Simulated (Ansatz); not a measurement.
Reaction (redistribution): `C[SiH2]BO[SiH3]` + `[CH3][AlH][SiH3]` → `[CH3][AlH][SiH2]C` + `[SiH3]BO[SiH3]`

Isolated molecules relaxed with PBE0-D4/def2-TZVP in Ansatz; ΔE leaves out vibrations. CCSD(T)/CBS adds triple-zeta CCSD(T) − MP2 to the extrapolated MP2 energy (def2 sets, frozen cores). DFT in def2-TZVPP. One conformer a species, not always the lowest.

`C[SiH2]BO[SiH3]`:

Cartesian coordinates in Å:
```
C 1.626 -1.033 2.060
Si 0.658 -1.363 0.482
B -0.484 0.228 -0.060
O -0.654 0.537 -1.364
Si -1.537 1.724 -2.118
H 2.344 -0.222 1.916
H 2.178 -1.921 2.375
H 0.952 -0.746 2.871
H -0.269 -2.514 0.717
H 1.587 -1.773 -0.611
H -1.049 0.910 0.767
H -2.231 2.560 -1.106
H -0.601 2.548 -2.919
H -2.520 1.064 -3.009
```

`[CH3][AlH][SiH3]`:

Cartesian coordinates in Å:
```
C -1.578 -0.984 -0.424
Al -0.011 -0.577 0.669
Si 1.510 1.255 0.045
H -2.490 -0.933 0.181
H -1.702 -0.318 -1.280
H -1.519 -2.012 -0.801
H 0.271 -1.452 1.969
H 0.778 2.555 -0.029
H 2.088 1.022 -1.313
H 2.652 1.444 0.983
```

`[CH3][AlH][SiH2]C`:

```xyz
13

C    -2.322    0.126   -0.509
Al   -1.070   -1.108    0.350
Si    1.330   -0.598    0.561
C     1.832    1.061   -0.184
H    -3.132    0.392    0.180
H    -1.858    1.051   -0.857
H    -2.801   -0.355   -1.369
H    -1.640   -2.483    0.924
H     2.137   -1.680   -0.085
H     1.725   -0.617    2.004
H     1.295    1.881    0.298
H     1.602    1.092   -1.251
H     2.903    1.239   -0.062
```

`[SiH3]BO[SiH3]`:

Cartesian coordinates in Å:
```
Si 1.841 -0.975 -0.984
B 0.221 -0.543 0.161
O -0.450 0.614 -0.008
Si -1.784 1.251 0.752
H 2.170 0.084 -1.977
H 1.611 -2.253 -1.718
H 3.031 -1.186 -0.109
H -0.162 -1.317 1.008
H -1.386 2.545 1.353
H -2.264 0.314 1.799
H -2.829 1.465 -0.275
```

```
       level  ΔE (kJ/mol)
        PBE0          3.0
HF/CBS(def2)          3.6
```

(1) What does CCSD(T)/CBS give? (Estimate.)

Largest T1 diagnostic among the species: 0.014.

## Answers

(1) Ansatz gave: +2.8 kJ/mol. The listed levels differ from it by 0.2, 0.8 kJ/mol.
